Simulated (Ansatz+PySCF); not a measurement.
# quartet VO: levels of theory in one basis

```xyz
2

V     0.0000    0.0000    0.0000
O     0.0000    0.0000    1.5890
```

Basis set: def2-SVP (spherical functions). Frozen core: 6 orbitals. Correlation on ROHF uses semicanonical orbitals with singles. Charge 0, multiplicity 4.

Computed with Ansatz (development build ahead of 0.2.0); each method stands on the lowest determinant of its kind that the runs found.

| method | E − E(ROHF) (eV) | <S²> of the determinant |
| --- | --- | --- |
| ROHF | 0.00 | 3.75 |
| UHF | -0.62 | 4.27 |
| ROHF-MP2 | -13.17 | – |

(1) What does UHF-MP2 give on the same scale?

(2) Is a single determinant a sound starting point here?

Answers

(1) -11.68 eV.

(2) It is doubtful. Unrestricted orbitals lower Hartree–Fock by 0.62 eV and <S²> is 4.27 where a pure state has 3.75, a sign of strong static correlation.

Caution: other spin multiplicities were not run. Caution for ROHF, ROHF-MP2: an unrestricted determinant lies well below. Caution for UHF, UHF-MP2: the unrestricted determinant is spin contaminated.
